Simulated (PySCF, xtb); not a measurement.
KI, SMILES [K][I].

GFN2-xTB run with xtb 6.7.1 at its own geometry gives an orbital gap of 1.80 eV and a dipole moment of 9.98 D.

The structure is a stationary point at r2SCAN-D4/def2-TZVPD. The def2 effective core potentials stand for the cores of I; spin–orbit coupling is left out.

### Question
What does PySCF with ωB97X/def2-TZVPD give? (An estimate is asked for; the answer gives what the named calculation found.)

### Answer
gap 7.36 eV (levels -7.59 and -0.23 eV), dipole 11.48 D.
